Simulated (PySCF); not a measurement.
C3H12BP.
SMILES with atom numbers: `[BH3-:1][P+:2]([CH3:3])([CH3:4])[CH3:5]` (hydrogens: H6, H7, H8 on B1; H9, H10, H11 on C3; H12, H13, H14 on C4; H15, H16, H17 on C5)

Level: CAM-B3LYP/def2-SVPD in PySCF, non-relativistic, on one gas-phase PBE0-D3(BJ)/def2-SVP geometry that isn't relaxed in the solvent. The solvent is an IEF-PCM continuum (cavity from Bondi-type radii × 1.2). Only the electrostatic response of the medium enters.

Gas phase at CAM-B3LYP/def2-SVPD: HOMO -9.29 eV, LUMO 0.87 eV, dipole 5.31 D.

**Question.** What does the continuum do to the energy, the frontier levels and the dipole at CAM-B3LYP/def2-SVPD in chloroform?

**Answer.** 
| solvent | ε | E(solvent) − E(gas) (kcal/mol) | polarisation term (kcal/mol) | distortion of the solute (kcal/mol) | HOMO (eV) | LUMO (eV) | dipole (D) |
| --- | --- | --- | --- | --- | --- | --- | --- |
| chloroform | 4.711 | -6.02 | -7.06 | 1.04 | -9.37 | 1.17 | 6.55 |

Polarisation term: ½ Σ q·V over the induced surface charges. Distortion: the rise of the solute's own energy as its density leaves the gas-phase optimum.

**Question.** Which radius a makes the point-dipole formula ΔE = −[(ε − 1)/(2ε + 1)]·μ²/a³ give the value in chloroform, with the gas-phase dipole?

**Answer.** μ = 2.088 au and |ΔE| = 0.00959 Eh give a = 2.88 Å; the farthest nucleus lies 2.60 Å from the centroid of the nuclei. The formula assumes a rigid point dipole at the centre of a sphere.

**Question.** How does the static polarisability (CAM-B3LYP/def2-SVPD, frozen core, with the continuum's full static response) change?

**Answer.** 
| medium | isotropic (au) | principal values (au) | ⟨r²⟩ of the electrons (bohr²) |
| --- | --- | --- | --- |
| gas | 81.9 | 79.7, 79.8, 86.3 | 635.6 |
| chloroform | 102.3 | 100.0, 100.1, 106.7 | 636.5 |

The isotropic value in chloroform is 1.25 times the gas-phase one; no cavity-field correction is applied. ⟨r²⟩ is taken about the centre of nuclear charge.
